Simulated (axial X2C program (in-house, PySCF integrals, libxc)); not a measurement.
# Density and ELF of WBr

Computed with an axial X2C code built on PySCF integrals. Spin-free means the one-electron spin-free X2C Hamiltonian. Basis: W dyall-cv3z [13s14p9d7f4g], Br dyall-cv3z [8s9p6d4f1g] (cores contracted in-house); Gaussian nuclei, density fitting, unrestricted open shells. Masses: W 183.951 u, Br 78.918 u.

PBE0, without spin–orbit coupling, state M_S = 5/2, Λ = 0 (beyond evenly filled blocks: σα, π+α, π-α, δ+α, δ-α); W at z = 0, Br at z = 2.413 Å.

The maps cover the half plane through the axis: z from -2.4 to 4.8 Å along the bond, ρ from 0.15 to 2.25 Å away from it.

log10 of the density in e/bohr³:

```
 ρ\z  -2.4  -1.8  -1.2  -0.6   0.0   0.6   1.2   1.8   2.4   3.0   3.6   4.2   4.8
0.15  -3.6  -2.9  -1.7  -0.1   1.8  -0.1  -1.0  -0.5   1.4  -0.5  -1.4  -2.4  -3.4
0.45  -3.6  -2.8  -1.7  -0.4   0.4  -0.4  -1.2  -0.7   0.1  -0.7  -1.5  -2.5  -3.5
0.75  -3.5  -2.7  -1.8  -0.9  -0.4  -0.9  -1.4  -1.0  -0.7  -1.0  -1.7  -2.7  -3.6
1.05  -3.5  -2.7  -2.0  -1.3  -1.1  -1.4  -1.6  -1.3  -1.1  -1.4  -2.0  -2.9  -3.7
1.35  -3.5  -2.8  -2.2  -1.7  -1.6  -1.8  -2.0  -1.7  -1.6  -1.8  -2.3  -3.1  -3.9
1.65  -3.7  -3.0  -2.4  -2.1  -2.0  -2.2  -2.3  -2.2  -2.0  -2.2  -2.7  -3.4  -4.2
1.95  -3.8  -3.2  -2.7  -2.4  -2.4  -2.5  -2.7  -2.6  -2.5  -2.7  -3.1  -3.7  -4.4
2.25  -4.0  -3.5  -3.1  -2.8  -2.8  -2.9  -3.1  -3.0  -3.0  -3.1  -3.5  -4.0  -4.7
```

Electron localisation function (collinear form, no current term, damped to 0 at low density):

```
 ρ\z  -2.4  -1.8  -1.2  -0.6   0.0   0.6   1.2   1.8   2.4   3.0   3.6   4.2   4.8
0.15  0.00  0.00  0.02  0.57  0.26  0.50  0.46  0.20  0.25  0.20  0.74  0.28  0.02
0.45  0.00  0.01  0.08  0.62  0.34  0.57  0.43  0.47  0.39  0.47  0.73  0.26  0.02
0.75  0.01  0.07  0.26  0.54  0.57  0.45  0.39  0.75  0.51  0.81  0.69  0.21  0.01
1.05  0.03  0.20  0.48  0.55  0.41  0.32  0.32  0.73  0.84  0.84  0.60  0.16  0.01
1.35  0.04  0.29  0.59  0.60  0.41  0.29  0.23  0.59  0.78  0.74  0.46  0.09  0.00
1.65  0.03  0.30  0.59  0.60  0.42  0.28  0.14  0.37  0.62  0.58  0.29  0.04  0.00
1.95  0.02  0.22  0.51  0.54  0.39  0.23  0.08  0.18  0.40  0.35  0.13  0.01  0.00
2.25  0.01  0.10  0.35  0.41  0.30  0.16  0.05  0.07  0.17  0.14  0.04  0.00  0.00
```

Axial spin density in 10⁻³ e/bohr³:

```
 ρ\z  -2.4  -1.8  -1.2  -0.6   0.0   0.6  1.2   1.8  2.4   3.0   3.6   4.2  4.8
0.15   0.2   0.6   3.3  69.4  74.9  53.4  6.5  -4.1  4.3  -4.5  -1.9  -0.2  0.0
0.45   0.2   1.2   9.4  90.4  45.4  89.3  7.7  -4.0  1.1  -0.9  -1.0  -0.1  0.0
0.75   0.3   1.8  12.1  66.7  95.8  59.4  6.7  -2.5  3.6   1.7  -0.2  -0.1  0.0
1.05   0.3   1.8  10.0  36.5  49.4  28.1  4.5  -1.0  1.8   1.5   0.2   0.0  0.0
1.35   0.3   1.4   6.4  17.6  21.7  12.3  2.6  -0.2  0.7   0.8   0.2   0.0  0.0
1.65   0.2   0.9   3.5   8.1   9.2   5.4  1.4   0.0  0.2   0.3   0.1   0.0  0.0
1.95   0.1   0.6   1.8   3.5   3.9   2.3  0.7   0.1  0.1   0.1   0.1   0.0  0.0
2.25   0.1   0.3   0.8   1.5   1.6   1.0  0.3   0.1  0.1   0.1   0.0   0.0  0.0
```

One determinant describes the state; a PBE0 search over occupations chose it and may have missed a lower one.
